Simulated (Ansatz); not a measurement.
VTe₄. Total charge 0; doublet. Geometry PBE-D4/def2-SVP.

Cartesian coordinates in Å:
```
V 0.052 -0.790 0.027
Te -1.844 -1.930 -0.908
Te 0.008 0.431 2.354
Te 1.877 0.427 -1.423
Te -0.093 1.863 -0.049
```

In the def2 sets Te takes a core potential; there is no spin–orbit coupling. At HF/def2-TZVP, PBE-D4/def2-TZVP, PBE0-D4/def2-SVP, PBE0-D4/def2-TZVP and others the charge 0 doublet is spin-contaminated (final ⟨S²⟩ up to 2.52, 0.75 for a pure state). Another isomer (doublet) lies 0.41 eV lower at PBE0-D4/def2-TZVP; other spin states weren't run for this one.

Problem. Estimate the α-spin orbital energies around the gap (eV) in Ansatz with HF/def2-TZVP, PBE-D4/def2-TZVP, PBE0-D4/def2-SVP, PBE0-D4/def2-TZVP, BHLYP-D4/def2-TZVP.

Solution. 
| orbital | HF/def2-TZVP | PBE-D4/def2-TZVP | PBE0-D4/def2-SVP | PBE0-D4/def2-TZVP | BHLYP-D4/def2-TZVP |
| --- | --- | --- | --- | --- | --- |
| HOMO−5 | -10.45 | -6.32 | -7.69 | -7.68 | -8.77 |
| HOMO−4 | -10.35 | -6.15 | -7.48 | -7.48 | -8.71 |
| HOMO−3 | -8.81 | -6.06 | -7.29 | -7.28 | -8.19 |
| HOMO−2 | -8.68 | -5.78 | -6.82 | -6.85 | -7.76 |
| HOMO−1 | -7.82 | -5.37 | -6.60 | -6.63 | -7.27 |
| HOMO | -7.57 | -5.01 | -5.97 | -6.03 | -6.73 |
| LUMO | -1.41 | -4.51 | -3.75 | -3.76 | -3.18 |
| LUMO+1 | -1.33 | -4.19 | -3.64 | -3.64 | -2.60 |
| LUMO+2 | 0.22 | -3.66 | -3.10 | -3.14 | -2.20 |
| LUMO+3 | 1.02 | -3.55 | -3.02 | -3.04 | -2.19 |
| LUMO+4 | 1.22 | -3.00 | -2.30 | -2.32 | -1.37 |
| LUMO+5 | 2.37 | -2.87 | -2.10 | -2.14 | -1.06 |
| β HOMO | -7.78 | -5.38 | -6.33 | -6.37 | -7.13 |
| β LUMO | 0.23 | -4.20 | -3.39 | -3.38 | -2.45 |
